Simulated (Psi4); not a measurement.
C2H6OZn, charge +1, doublet (typed; the unrestricted solution is spin-contaminated), at a GFN2-xTB geometry (such geometries of metal compounds can be far from the true shape) (a state made from the parent by changing its charge; the spin is typed, not shown lowest); Psi4 with B3LYP/STO-3G.

The Psi4 input:
```
memory 2 GB

molecule {
1 2
Zn    0.66052758    0.07892966    0.31364256
C    -0.27977330   -0.97357347   -1.30584936
C    -1.66382522   -0.50934891   -1.22052085
H    -0.10309820   -2.01378381   -1.02993822
H     0.29217277   -0.62914423   -2.16804742
H    -1.78668687    0.55569570   -1.43614479
H    -2.17131394   -0.80146609   -0.29628646
H    -2.22781889   -1.02548261   -2.02047879
O    -0.27939928    1.10498785    1.32849314
H     0.07770294    1.60392264    2.07189514
}

set {
  basis sto-3g
  reference uks
  scf_type pk
  puream true
  d_convergence 1e-8
  dft_radial_points 99
  dft_spherical_points 590
}

energy('b3lyp')
print_variables()
```

Question: What does Psi4 print? Leave out banner, timings and long lists.

Answer: 
```
   => Loading Basis Set <=

    Name: STO-3G
    Role: ORBITAL
    Keyword: BASIS

         ---------------------------------------------------------
                                   SCF
               by Justin Turney, Rob Parrish, Andy Simmonett
                          and Daniel G. A. Smith
                              UKS Reference
         ---------------------------------------------------------

  ==> Geometry <==

    Molecular point group: c1
    Full point group: C1

    Geometry (in Angstrom), charge = 1, multiplicity = 2:

       Center              X                  Y                   Z               Mass
    ------------   -----------------  -----------------  -----------------  -----------------
         ZN           0.583512256109     0.055317191333     0.258478813806    63.929142010000
         C           -0.356788623891    -0.997185938667    -1.361013106194    12.000000000000
         C           -1.740840543891    -0.532961378667    -1.275684596194    12.000000000000
         H           -0.180113523891    -2.037396278667    -1.085101966194     1.007825032230
         H            0.215157446109    -0.652756698667    -2.223211166194     1.007825032230
         H           -1.863702193891     0.532083231333    -1.491308536194     1.007825032230
         H           -2.248329263891    -0.825078558667    -0.351450206194     1.007825032230
         H           -2.304834213891    -1.049095078667    -2.075642536194     1.007825032230
         O           -0.356414603891     1.081375381333     1.273329393806    15.994914619570
         H            0.000687616109     1.580310171333     2.016731393806     1.007825032230

  Running in c1 symmetry.

  Rotational constants: A =      0.30145  B =      0.10837  C =      0.08233 [cm^-1]
  Rotational constants: A =   9037.35390  B =   3248.96779  C =   2468.32526 [MHz]
  Nuclear repulsion =  249.662707190044870

  Charge       = 1
  Multiplicity = 2
  Electrons    = 55
  Nalpha       = 28
  Nbeta        = 27

  ==> Algorithm <==

  SCF Algorithm Type is PK.
  DIIS enabled.
  MOM disabled.
  Fractional occupation disabled.
  Guess Type is SAD.
  Energy threshold   = 1.00e-06
  Density threshold  = 1.00e-08
  Integral threshold = 1.00e-12

  ==> Primary Basis <==

  Basis Set: STO-3G
    Blend: STO-3G
    Number of shells: 23
    Number of basis functions: 39
    Number of Cartesian functions: 40
    Spherical Harmonics?: true
    Max angular momentum: 2

  ==> DFT Potential <==

   => LibXC <=

    Version 7.1.2
    S. Lehtola, C. Steigemann, M. J. T. Oliveira, and M. A. L. Marques,  SoftwareX 7, 1–5 (2018) (10.1016/j.softx.2017.11.002)

   => Composite Functional: B3LYP <=

    B3LYP Hyb-GGA Exchange-Correlation Functional

    P. J. Stephens, F. J. Devlin, C. F. Chabalowski, and M. J. Frisch,  J. Phys. Chem. 98, 11623 (1994) (10.1021/j100096a001)

    Deriv               =              1
    GGA                 =           TRUE
    Meta                =          FALSE

    Exchange Hybrid     =           TRUE
    MP2 Hybrid          =          FALSE

   => Exchange Functionals <=

    0.0800   Slater exchange
    0.7200         Becke 88

   => Exact (HF) Exchange <=

    0.2000               HF

   => Correlation Functionals <=

    0.1900   Vosko, Wilk & Nusair (VWN5_RPA)
    0.8100   Lee, Yang & Parr

   => LibXC Density Thresholds  <==

    XC_HYB_GGA_XC_B3LYP:  1.00E-15

   => Molecular Quadrature <=

    Radial Scheme          =       TREUTLER
    Pruning Scheme         =           NONE
    Nuclear Scheme         =       TREUTLER

    Blocking Scheme        =         OCTREE
    BS radius alpha        =              1
    Pruning alpha          =              1
    Radial Points          =             99
    Spherical Points       =            590
    Total Points           =         544155
    Total Blocks           =           3860
    Max Points             =            256
    Max Functions          =             37
    Weights Tolerance      =       1.00E-15

  ==> Integral Setup <==

  Using in-core PK algorithm.
   Calculation information:
      Number of atoms:                  10
      Number of AO shells:              23
      Number of primitives:             69
      Number of atomic orbitals:        40
      Number of basis functions:        39

      Integral cutoff                 1.00e-12
      Number of threads:                 1

  Performing in-core PK
  Using 609180 doubles for integral storage.
  We computed 34338 shell quartets total.
  Whereas there are 38226 unique shell quartets.

  ==> DiskJK: Disk-Based J/K Matrices <==

    J tasked:                  Yes
    K tasked:                  Yes
    wK tasked:                  No
    Schwarz Cutoff:          1E-12

  Minimum eigenvalue in the overlap matrix is 2.0703955021E-01.
  Reciprocal condition number of the overlap matrix is 8.3410191167E-02.
    Using symmetric orthogonalization.

  ==> Pre-Iterations <==

  SCF Guess: Superposition of Atomic Densities via on-the-fly atomic UHF (no occupation information).

   -------------------------
    Irrep   Nso     Nmo
   -------------------------
     A         39      39
   -------------------------
    Total      39      39
   -------------------------

  ==> Iterations <==

                        Total Energy        Delta E     RMS |[F,P]|

   @UKS iter SAD: -1908.73669870256072   -1.90874e+03   0.00000e+00
   @UKS iter   1: -1909.34735504180003   -6.10656e-01   3.45969e-02 DIIS/ADIIS
   @UKS iter   2: -1865.76477162467086    4.35826e+01   1.34285e-01 ADIIS
   @UKS iter   3: -1894.94444924151071   -2.91797e+01   1.03892e-01 ADIIS
   @UKS iter   4: -1911.01969200779649   -1.60752e+01   2.04953e-02 DIIS/ADIIS
   @UKS iter   5: -1911.20762839083000   -1.87936e-01   1.60719e-02 DIIS/ADIIS
   @UKS iter   6: -1911.45661119369879   -2.48983e-01   7.82902e-03 DIIS/ADIIS
   @UKS iter   7: -1911.51049635438835   -5.38852e-02   4.08806e-03 DIIS/ADIIS
[...]
   @UKS iter  18: -1911.54993932130515   -1.09859e-03   7.35997e-04 DIIS/ADIIS
   @UKS iter  19: -1911.55029037428403   -3.51053e-04   5.36859e-04 DIIS/ADIIS
   @UKS iter  20: -1911.55077382463651   -4.83450e-04   4.88859e-04 DIIS/ADIIS
   @UKS iter  21: -1911.55113905325243   -3.65229e-04   5.24189e-04 DIIS/ADIIS
   @UKS iter  22: -1911.55111614741577    2.29058e-05   5.10062e-04 DIIS/ADIIS
   @UKS iter  23: -1911.55110100766137    1.51398e-05   5.60929e-04 DIIS/ADIIS
   @UKS iter  24: -1911.55121695617368   -1.15949e-04   5.23352e-04 DIIS/ADIIS
   @UKS iter  25: -1911.55165431098953   -4.37355e-04   2.53741e-04 DIIS/ADIIS
   @UKS iter  26: -1911.55177562364543   -1.21313e-04   1.65579e-04 DIIS/ADIIS
   @UKS iter  27: -1911.55183029236787   -5.46687e-05   7.98623e-05 DIIS
   @UKS iter  28: -1911.55184554889070   -1.52565e-05   3.03760e-05 DIIS
   @UKS iter  29: -1911.55184776734450   -2.21845e-06   2.39912e-05 DIIS
   @UKS iter  30: -1911.55184910030630   -1.33296e-06   6.77054e-06 DIIS
   @UKS iter  31: -1911.55184946040686   -3.60101e-07   2.90825e-06 DIIS
   @UKS iter  32: -1911.55184973799169   -2.77585e-07   2.22639e-06 DIIS
   @UKS iter  33: -1911.55184993028320   -1.92292e-07   2.31872e-06 DIIS
   @UKS iter  34: -1911.55185022533828   -2.95055e-07   1.77395e-06 DIIS
   @UKS iter  35: -1911.55185036210560   -1.36767e-07   7.94411e-07 DIIS
   @UKS iter  36: -1911.55185037660976   -1.45042e-08   3.88515e-07 DIIS
   @UKS iter  37: -1911.55185037770025   -1.09048e-09   2.98032e-07 DIIS
   @UKS iter  38: -1911.55185037861929   -9.19044e-10   2.82848e-07 DIIS
   @UKS iter  39: -1911.55185037985120   -1.23191e-09   2.78768e-07 DIIS
   @UKS iter  40: -1911.55185038123864   -1.38743e-09   2.77382e-07 DIIS
   @UKS iter  41: -1911.55185038250556   -1.26693e-09   2.77492e-07 DIIS
   @UKS iter  42: -1911.55185038198351    5.22050e-10   2.77398e-07 DIIS
   @UKS iter  43: -1911.55185037789988    4.08363e-09   2.76693e-07 DIIS
   @UKS iter  44: -1911.55185035964519    1.82547e-08   2.70303e-07 DIIS
   @UKS iter  45: -1911.55185032911618    3.05290e-08   2.60960e-07 DIIS
   @UKS iter  46: -1911.55185029986160    2.92546e-08   2.52654e-07 DIIS
   @UKS iter  47: -1911.55185026679464    3.30670e-08   2.50661e-07 DIIS
   @UKS iter  48: -1911.55185023366153    3.31331e-08   2.30834e-07 DIIS
   @UKS iter  49: -1911.55185015995539    7.37061e-08   1.93713e-07 DIIS
   @UKS iter  50: -1911.55185011546405    4.44913e-08   1.34167e-07 DIIS
   @UKS iter  51: -1911.55185009473939    2.07247e-08   1.02608e-07 DIIS
   @UKS iter  52: -1911.55185008705394    7.68546e-09   8.38959e-08 DIIS
   @UKS iter  53: -1911.55185008530452    1.74941e-09   7.38220e-08 DIIS
   @UKS iter  54: -1911.55185008440139    9.03128e-10   5.95122e-08 DIIS
   @UKS iter  55: -1911.55185008380522    5.96174e-10   4.66111e-08 DIIS
   @UKS iter  56: -1911.55185008363674    1.68484e-10   2.92621e-08 DIIS
   @UKS iter  57: -1911.55185008362741    9.32232e-12   2.44303e-08 DIIS
   @UKS iter  58: -1911.55185008358308    4.43379e-11   1.64789e-08 DIIS
   @UKS iter  59: -1911.55185008360445   -2.13731e-11   1.37077e-08 DIIS
   @UKS iter  60: -1911.55185008357489    2.95586e-11   1.03346e-08 DIIS
   @UKS iter  61: -1911.55185008356057    1.43245e-11   8.24248e-09 DIIS
  Energy and wave function converged.

  ==> Post-Iterations <==

   Electrons on quadrature grid:
      Nalpha   =   27.9999995177 ; deviation = -4.823e-07
      Nbeta    =   26.9999994848 ; deviation = -5.152e-07
      Ntotal   =   54.9999990025 ; deviation = -9.975e-07

   @Spin Contamination Metric:   4.711525083E-01
   @S^2 Expected:                7.500000000E-01
   @S^2 Observed:                1.221152508E+00
   @S   Expected:                5.000000000E-01
   @S   Observed:                5.000000000E-01

    Orbital Energies [Eh]
    ---------------------

    Alpha Occupied:

[...]
      28A     -0.446619

    Alpha Virtual:

[...]
    Beta Occupied:

[...]
    Beta Virtual:

[...]
    Final Occupation by Irrep:
              A
    DOCC [    27 ]
    SOCC [     1 ]
    NA   [    28 ]
    NB   [    27 ]

  @UKS Final Energy: -1911.55185008356057

   => Energetics <=

    Nuclear Repulsion Energy =            249.6627071900448698
    One-Electron Energy =               -3139.9534151968082369
    Two-Electron Energy =                1052.9842801006009267
    DFT Exchange-Correlation Energy =     -74.2454221773980407
    Empirical Dispersion Energy =           0.0000000000000000
    VV10 Nonlocal Energy =                  0.0000000000000000
    Total Energy =                      -1911.5518500835605664

  UHF NO Occupations:
  HONO-2 :   26  A 1.9985968
  HONO-1 :   27  A 1.7297299
  HONO-0 :   28  A 1.0000000
  LUNO+0 :   29  A 0.2702701
  LUNO+1 :   30  A 0.0014032
  LUNO+2 :   31  A 0.0002517
  LUNO+3 :   32  A 0.0000558

Computation Completed

Properties will be evaluated at   0.000000,   0.000000,   0.000000 [a0]

Properties computed using the SCF density matrix

 Multipole Moments:

 ------------------------------------------------------------------------------------
     Multipole            Electronic (a.u.)      Nuclear  (a.u.)        Total (a.u.)
 ------------------------------------------------------------------------------------

 L = 1.  Multiply by 2.5417464519 to convert [e a0] to [Debye]
 Dipole X            :          8.5675481           -8.1501210            0.4174271
 Dipole Y            :          2.7372621           -2.4987817            0.2384804
 Dipole Z            :          6.2788616           -5.8376846            0.4411769
 Magnitude           :                                                    0.6524994

 ------------------------------------------------------------------------------------

  Variable Map:
  ----------------------------------------------------------------------------
[...]
  Array Variable Map:
  ----------------------------------------------------------------------------
[...]
[...]
```
